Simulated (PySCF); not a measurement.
**`C#Cc1ccc(C=O)n1C`, C8H7NO**

Geometry (Å), atoms numbered from 1 in this order:
```xyz
17

C     3.163    0.361    1.322
C     2.020    0.481    0.971
C     0.685    0.640    0.570
C    -0.160    1.725    0.807
C    -1.377    1.425    0.215
C    -1.262    0.165   -0.375
C    -2.265   -0.559   -1.100
O    -2.146   -1.656   -1.608
N     0.009   -0.292   -0.142
C     0.536   -1.552   -0.584
H     4.161    0.260    1.630
H     0.103    2.612    1.348
H    -2.255    2.041    0.202
H    -3.222   -0.004   -1.166
H     1.571   -1.639   -0.256
H     0.485   -1.623   -1.672
H    -0.052   -2.374   -0.172
```

Method used: quadratic response B3LYP/def2-SVPD first hyperpolarisability, Taylor convention, gas phase (PySCF). Geometry: GFN2-xTB.

(1) Give the tensor of the second harmonic β(−2ω;ω,ω) at 1064 nm in the axes of these coordinates.

Results:

(1) In au, Taylor convention; rows are the first index (the induced dipole):
```tsv
	xx	yy	zz	xy	xz	yz
x	+155.0	+151.6	+160.2	+285.1	+212.5	+196.3
y	+249.2	-17.8	+87.3	+154.0	+182.7	+65.7
z	+193.1	+64.4	+70.9	+195.5	+157.4	+92.9
```
Norm of βᵢ = ⅓ Σⱼ (βᵢⱼⱼ + βⱼᵢⱼ + βⱼⱼᵢ): 674.3 au, hyper-Rayleigh value 329.3 au.
